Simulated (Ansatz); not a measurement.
Two structures of BSiH₇O₂, singlet, reached by relaxing down either side of one saddle point (PBE0-D4/def2-TZVP). Energies are electronic, without zero-point energy. Ansatz 0.2.0; basis: def2-TZVPP and def2-QZVPP; cores frozen in the correlated methods. Extrapolation: Hartree–Fock as exp(−7.88 √X), correlation as X^−2.97. First:

```
atom    x (Å)    y (Å)    z (Å)
  B1  -0.6842   0.0547  -0.8049
 Si2   1.1670  -0.7717  -0.6112
  O3  -1.3074  -0.0586  -2.0055
  O4  -1.3359   0.7150   0.1960
  H5   0.4002   0.7565   2.7952
  H6  -0.1821   1.1388   3.0678
  H7   2.1360  -0.1599  -1.5610
  H8   1.6932  -0.5586   0.7701
  H9   1.1355  -2.2386  -0.8599
 H10  -2.1760   0.3606  -2.0067
 H11  -0.8464   0.7621   1.0201
```

Second:

B1  (-1.843, 0.910, 0.107)
Si2  (1.831, -0.910, -0.036)
O3  (-0.666, 1.106, -0.559)
O4  (-2.034, -0.242, 0.789)
H5  (1.903, 0.214, 0.927)
H6  (-2.715, 1.730, 0.107)
H7  (1.903, -0.417, -1.432)
H8  (2.957, -1.846, 0.217)
H9  (0.562, -1.661, 0.164)
H10  (-0.622, 1.950, -1.010)
H11  (-1.276, -0.835, 0.726)
(Å)

(1) Which bonds change from the first to the second?

(2) Give the saddle point's structure and its height above each. (Judge from chemistry; the value comes from the calculation.)

No T1 diagnostic of these runs exceeds 0.014.

Answers

(1) BSiH₅O₂ ([OH][B]([OH])[SiH3]) + H₂ → BH₃O₂ ([OH][BH][OH]) + SiH₄; bonds formed: B1–H6, Si2–H5; bonds broken: B1–Si2, H5–H6.

(2) Computed: 48.44 kcal/mol above the first and 60.03 kcal/mol above the second (CCSD(T) at an estimated basis limit (MP2 extrapolated from triple and quadruple zeta, plus CCSD(T) − MP2 in triple zeta)).
B1  (-0.578, 0.476, 0.131)
Si2  (1.258, -0.702, -0.100)
O3  (-0.758, 1.000, -1.164)
O4  (-1.532, -0.295, 0.828)
H5  (0.461, 0.846, 0.789)
H6  (-0.324, 1.469, 1.009)
H7  (2.336, -0.098, -0.924)
H8  (1.841, -1.257, 1.153)
H9  (0.603, -1.807, -0.853)
H10  (-1.583, 1.485, -1.237)
H11  (-1.723, -1.115, 0.367)
(Å)

Labels in which every atom is bracketed show which atoms are joined, not bond orders.

For scale, one of the runs: CCSD(T)/def2-TZVPP, 233 basis functions, launched by `ansatz run in.yaml --threads 4 --pin off --events-out ev --progress --plain --max-ram 9574MiB`. The run took 74 s on 4 CPU threads of an Intel Xeon Platinum 8175M (shared host), with 4.2 GiB of host memory at its peak.
